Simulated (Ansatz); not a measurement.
Program: Ansatz. Geometries: PBE0-D4/def2-TZVP. ΔE: electronic, gas phase. CBS: MP2 limit from def2 TZ/QZ plus the TZ coupled-cluster correction, frozen cores. DFT in def2-TZVPP. B3LYP here is the variant with VWN-RPA as its local correlation; programs differ in this. One conformer a species, not always the lowest.

`[SiH3]CCSS` → `CSC([SiH3])S`  (isomerisation)

| level | ΔE (kJ/mol) | difference from CCSD(T)/CBS |
| --- | --- | --- |
| PBE-D4 | 34.5 | 6.0 |
| r2SCAN-D4 | 34.6 | 6.1 |
| PBE0-D4 | 34.6 | 6.1 |
| B3LYP-D4 | 34.2 | 5.7 |
| ωB97X-V | 32.0 | 3.5 |
| ωB97M-V | 32.7 | 4.2 |
| B2PLYP | 31.0 | 2.5 |
| PBE | 34.6 | 6.1 |
| r2SCAN | 34.5 | 6.0 |
| PBE0 | 34.5 | 6.0 |
| B3LYP | 34.5 | 6.0 |
| HF/def2-TZVPP | 32.9 | 4.4 |
| MP2/def2-TZVPP | 25.5 | -3.0 |
| SCS-MP2/def2-TZVPP | 26.2 | -2.3 |
| CCSD/def2-TZVPP | 29.4 | 0.9 |
| CCSD(T)/def2-TZVPP | 28.2 | -0.3 |
| HF/def2-QZVPP | 32.4 | 3.9 |
| MP2/def2-QZVPP | 25.5 | -3.0 |
| SCS-MP2/def2-QZVPP | 26.1 | -2.4 |
| HF/CBS(def2) | 32.4 | 3.9 |
| MP2/CBS(def2) | 25.9 | -2.6 |
| CCSD/CBS(def2) | 29.7 | 1.2 |
| CCSD(T)/CBS | 28.5 | 0 |

Largest T1 diagnostic among the species: 0.011.

In def2-TZVPP, CCSD(T) changes the Hartree–Fock value by −4.8 kJ/mol (the triples alone add −1.2 kJ/mol) and MP2 by −7.4 kJ/mol.
